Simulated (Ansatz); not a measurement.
Z-matrix (Å, degrees):
```
As
H 1 1.497
H 1 1.497 2 112.5
H 1 1.497 2 112.5 3 -128.4
```

The species carries charge 1 and has multiplicity 2.

Task: List the CAM-B3LYP/def2-TZVPP orbital energies in eV (the Gaussian-basis code of Ansatz). (Estimate.)

Result: The calculation gave: α occupied: -11598.98, -1475.68, -1320.35, -1320.26, -1320.26, -201.17, -148.48, -148.27, -148.27, -55.63, -55.58, -55.58, -55.45, -55.45, -27.99, -20.27, -20.27, -16.62. α empty: -5.55, -4.69, -4.69, -1.09, -0.27, -0.27, 0.29, 0.29. β occupied: -11598.92, -1475.65, -1320.25, -1320.24, -1320.24, -201.08, -148.27, -148.23, -148.23, -55.46, -55.45, -55.45, -55.41, -55.41, -27.11, -20.01, -20.01. β empty: -10.28, -5.28, -4.36, -4.36, -0.57, 0.10, 0.10, 0.44. ⟨S²⟩ = 0.752.
